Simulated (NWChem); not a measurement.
A series in which one site is exchanged, each optimised at PBE0/def2-SVP with NWChem, gas phase unless a solvent is named. Some are not confirmed as minima by frequencies. def2 effective core potentials on I; no spin-orbit coupling.

A: C=C(F)I (C₂H₂FI; site = F)
B: C=C(I)I (C$_{2}$H$_{2}$I$_{2}$; site = I)
C: C(=C)I (C2H3I; site = H)
D: IC(Cl)=C (C2H2ClI; site = Cl)

Values for A:

| Item | Value |
|---|---|
| dipole (D), PBE0/def2-SVP | 1.15 |
| orbital gap (eV), PBE0/def2-SVP | 6.29 |
| vertical ionisation energy, ΔSCF, CAM-B3LYP/def2-SVP (eV) | 9.53 |
| static polarisability, CAM-B3LYP/def2-SVPD (bohr³) | 60.4 |
| lowest singlet excitation, CAM-B3LYP/def2-SVPD, TDA (eV) | 4.70 |

Problem. How do these values change for the other members?

Solution. 
| change from A | B | C | D |
|---|---|---|---|
| dipole (D), PBE0/def2-SVP | -0.13 | +0.07 | 0.00 |
| orbital gap (eV), PBE0/def2-SVP | -0.91 | +0.22 | -0.28 |
| vertical ionisation energy, ΔSCF, CAM-B3LYP/def2-SVP (eV) | -0.39 | -0.21 | -0.16 |
| static polarisability, CAM-B3LYP/def2-SVPD (bohr³) | +33.9 | +0.2 | +13.1 |
| lowest singlet excitation, CAM-B3LYP/def2-SVPD, TDA (eV) | -0.53 | +0.17 | -0.20 |
